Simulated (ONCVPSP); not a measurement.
# Which change was made? (N, ONCV)

nitrogen, optimised norm-conserving Vanderbilt (ONCV), made with ONCVPSP 4.0.1 (revPBE, scalar-relativistic). Core [He], reference 2s2 (charge +3). Waves: 2s: rc 1.05 bohr, ncon 4, nbas 7, qcut 7 1/bohr, 2 projectors, debl 3.8 Ha; p scattering state at 0.06 Ha: rc 0.95 bohr, ncon 4, nbas 8, qcut 9.7 1/bohr, 1 projector; d scattering state at 0.44 Ha: rc 0.85 bohr, ncon 4, nbas 8, qcut 9.9 1/bohr, 2 projectors, debl 3.1 Ha. Local part: polynomial inside 0.80 bohr (lpopt 4, dvloc0 0 Ha). Core correction: Teter function, fcfact 2.25, rcfact 1.7.

In the p channel the program set the typed energies aside and used 0.050 Ha.

Cutoffs, loose and tight: the cutoffs (Ha) at which the residual kinetic energy of the hardest occupied pseudo-wave falls to 1 and 0.1 mHa per electron. They do not see the model core or the augmentation charge, which bear on the density cutoff. Test errors are all-electron minus pseudo excitation energies from the reference, over the configurations 2s2 2p3; 2s2 2p2; 2s2 2p1; 2s2 2p2.5; variants that change the core or the reference have their own tests.

The base gives: outcome: generated, projector energies reset by the program; cutoff, loose: 39 Ha; cutoff, tight: 100 Ha; bound ghosts: none; GHOST(+) flags above zero: none; largest test error (meV): -389.

Question: After one change the result is: outcome: generated, projector energies reset by the program; cutoff, loose: 95 Ha; cutoff, tight: 115 Ha; bound ghosts: none; GHOST(+) flags above zero: none; largest test error (meV): -604. Which change was it?
A. p: qcut 7.1
B. local potential polynomial inside 0.55 bohr (lpopt 5, dvloc0 6 Ha)
C. s: qcut 4.9; p: qcut 6.8; d: qcut 7

Answer: C. The others give: p: qcut 7.1 → outcome: generated, projector energies reset by the program; cutoff, loose: 39 Ha; cutoff, tight: 100 Ha; bound ghosts: none; GHOST(+) flags above zero: none; largest test error (meV): -669 | local potential polynomial inside 0.55 bohr (lpopt 5, dvloc0 6 Ha) → outcome: generated, projector energies reset by the program; cutoff, loose: 39 Ha; cutoff, tight: 100 Ha; bound ghosts: d; GHOST(+) flags above zero: s; largest test error (meV): -243.
